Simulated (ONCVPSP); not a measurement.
## Ga, ONCV: configuration errors across variants

gallium (Ga), optimised norm-conserving Vanderbilt (ONCV), made with ONCVPSP 4.0.1 (LDA (Perdew-Wang 92), scalar-relativistic). Core [Ne], reference 3s2 3p6 3d10 4s1.75 4p1.25. Waves: 3s+4s: rc 1.30 bohr, ncon 3, nbas 6, qcut 11.1 1/bohr, 2 projectors; 3p+4p: rc 1.10 bohr, ncon 5, nbas 8, qcut 15.5 1/bohr, 3 projectors, debl 3.9 Ha; 3d: rc 1.05 bohr, ncon 5, nbas 10, qcut 13.1 1/bohr, 2 projectors, debl 3.4 Ha. Local part: polynomial inside 0.95 bohr (lpopt 5, dvloc0 -1 Ha). Core correction: Teter function, fcfact 4.25, rcfact 1.2.

All-electron excitation energies from the reference (eV): (1) 3s2 3p6 3d10 4s2 4p1 -1.621; (2) 3s2 3p6 3d10 4s2 4p0 4.262; (3) 3s2 3p6 3d10 4s1 4p0 25.760.

Errors AE − PS in meV (a dash: test not solved or not reliable):

```csv
change,(1),(2),(3),bound ghosts,GHOST(+) flags above zero
base,+0.2,-0.2,-1.2,none,none
"local potential polynomial inside 0.95 bohr (lpopt 5, dvloc0 -2 Ha)",+0.2,-0.2,-1.3,none,none
"local potential polynomial inside 0.95 bohr (lpopt 5, dvloc0 0 Ha)",+0.2,-0.1,-1.1,none,none
"local potential polynomial inside 0.95 bohr (lpopt 5, dvloc0 3 Ha)",+0.2,0.0,-0.9,none,none
"local potential polynomial inside 0.95 bohr (lpopt 5, dvloc0 4.5 Ha)",+0.2,+0.3,-0.4,none,none
"local potential polynomial inside 0.95 bohr (lpopt 5, dvloc0 8.5 Ha)",+0.1,-0.7,-2.0,none,none
```

(1) Give the same row for: local potential polynomial inside 0.95 bohr (lpopt 5, dvloc0 7 Ha).

Results:

(1) 0.0, -1.1, -2.7; bound ghosts: none; GHOST(+) flags above zero: none.
